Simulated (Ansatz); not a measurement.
Relaxation of CH9PSi2 (13 atoms, charge 0, multiplicity 1), to a largest force component of 0.015 eV/Å in at most 40 steps.

The calculation used Ansatz 0.2.0, RKS PBE/def2-SVP.

```xyz
13
Properties=species:S:1:pos:R:3:forces:R:3
C -1.714 0.033 0.923 -2.11 2.30 -1.16
Si -0.506 -1.213 0.505 1.04 -1.17 0.36
Si 1.389 -0.192 -0.264 1.16 0.39 0.94
P 1.112 1.040 -2.071 -2.48 -0.06 -1.12
H -1.397 0.760 1.662 0.48 0.41 0.68
H -2.029 0.686 0.029 0.40 -0.75 0.69
H -2.655 -0.379 1.292 -0.49 -0.38 0.24
H -1.005 -2.118 -0.533 -0.28 -0.55 -0.50
H -0.204 -1.999 1.765 0.13 -0.07 -0.17
H 1.964 0.729 0.806 -0.09 -0.29 0.08
H 2.455 -1.197 -0.565 0.15 -0.16 -0.12
H 2.306 1.699 -2.087 1.49 0.89 0.28
H 0.303 2.117 -1.448 0.60 -0.55 -0.22
```

Problem. Where does it end, and by what steps?

Solution. The run converged. After 6 steps the energy has fallen by 0.447 eV; H10 moved furthest, 0.14 Å.

```json
{"step": "0", "energy less start (eV)": "0.0000", "largest force component (eV/Å)": "2.481", "accepted": "yes"}
{"step": "1", "energy less start (eV)": "-0.3145", "largest force component (eV/Å)": "1.114", "accepted": "yes"}
{"step": "2", "energy less start (eV)": "-0.4313", "largest force component (eV/Å)": "0.448", "accepted": "yes"}
{"step": "3", "energy less start (eV)": "-0.4421", "largest force component (eV/Å)": "0.155", "accepted": "yes"}
{"step": "4", "energy less start (eV)": "-0.4462", "largest force component (eV/Å)": "0.017", "accepted": "yes"}
{"step": "5", "energy less start (eV)": "-0.4462", "largest force component (eV/Å)": "0.040", "accepted": "no"}
{"step": "6", "energy less start (eV)": "-0.4465", "largest force component (eV/Å)": "0.004", "accepted": "yes"}
```

```xyz
13
Properties=species:S:1:pos:R:3
C -1.818 0.103 0.934
Si -0.493 -1.190 0.513
Si 1.499 -0.170 -0.234
P 1.066 1.005 -2.155
H -1.457 0.795 1.721
H -2.083 0.702 0.040
H -2.740 -0.390 1.303
H -0.993 -2.118 -0.566
H -0.177 -2.029 1.727
H 2.083 0.691 0.860
H 2.522 -1.221 -0.585
H 2.290 1.764 -2.089
H 0.321 2.023 -1.455
```

Whether the end is a true minimum wasn't checked by a vibrational analysis.

Time of the run: 13 s on 2 threads of Intel(R) Xeon(R) Platinum 8488C (Sapphire Rapids) (shared host), peak memory 0.17 GiB.
